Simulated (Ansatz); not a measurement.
Reaction (redistribution): `F[BH][GaH][F]` + `N[SiH2]O[SiH3]` → `[F][GaH][O][SiH3]` + `N[SiH2]BF`

Calculated with Ansatz (gas phase, PBE0-D4/def2-TZVP geometries, no zero-point term in ΔE). CCSD(T)/CBS is the MP2 limit (def2-TZVPP, def2-QZVPP) plus CCSD(T) − MP2 in def2-TZVPP, frozen cores. DFT in def2-TZVPP. For Ga outer-core shells are correlated without core-valence functions, which leaves a few kJ/mol of doubt a bond. Scalar relativity is left out up to krypton. One conformer a species, not always the lowest.

```csv
level,ΔE (eV)
CAM-B3LYP,0.61
LC-ωPBE,0.55
```

Task: What does CCSD(T)/CBS give? (Best estimate.)

Result: Ansatz gave: +0.57 eV. The listed levels differ from it by 0.04, -0.02 eV.

Largest T1 diagnostic among the species: 0.015.

At CCSD(T), def2-SVP lies −0.26 eV from the extrapolated value and def2-TZVPP −0.06 eV. Leaving LDA and LC-ωPBE aside and taking each functional with its dispersion term where it has one, the values, not all of them listed here, spread over 0.10 eV, from revPBE-D4 to BHLYP-D4.
